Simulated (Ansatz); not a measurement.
The cluster SnTe₂⁻, relaxed as a doublet with UKS PBE-D4/def2-SVPD in Ansatz, starting from the GFN1-xTB geometry. Force threshold 0.02 eV/Å.

In the def2 sets Sn, Te take a core potential; there is no spin–orbit coupling. Another isomer (doublet) lies 0.95 eV lower at PBE0-D4/def2-TZVPD; other spin states weren't run for this one.

Start:

```
atom   x (Å)   y (Å)   z (Å)
 Sn1   0.904   2.156   0.086
 Te2  -0.478  -2.185   0.741
 Te3  -0.425   0.029  -0.826
```

Q: Estimate the energy that the relaxation releases and the steps that it takes.

A: 0.03 eV, in 4 steps; 8 s on 4 threads of Arm Neoverse V2 on a shared host. No frequencies were taken in this run, so the end may be a saddle point.

Q: Does the start keep its bonding and symmetry?

A: By distances, no bond broke or formed. The bond that changes most is Sn1–Te3, from 2.67 to 2.72 Å (atoms count from 1). Point group Cs at the start, Cs at the end, both within 0.05 Å.

Q: Predict the relaxed structure.

A: 
```xyz
3

Sn    0.918    2.138    0.127
Te   -0.453   -2.165    0.774
Te   -0.465    0.028   -0.902
```
Bond lengths: 1 × Sn–Te 2.72 Å; 1 × Te–Te 2.76 Å.
